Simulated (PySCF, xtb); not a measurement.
HNP, SMILES [NH+]#P, charge +1.

Harmonic wavenumbers (cm⁻¹) from GFN2-xTB (xtb) at its own minimum, in rising order: 625, 625, 1583, 3518.

Problem. What does PBE-D3(BJ)/def2-TZVPD run with PySCF 2.14.0 give at its own minimum? (An estimate is asked for; the answer gives what the named calculation found.)

Solution. 662, 662, 1393, 3500. Paired by order, the mean absolute difference is 71 cm⁻¹ and the zero-point energies are 9.1 and 8.9 kcal/mol.
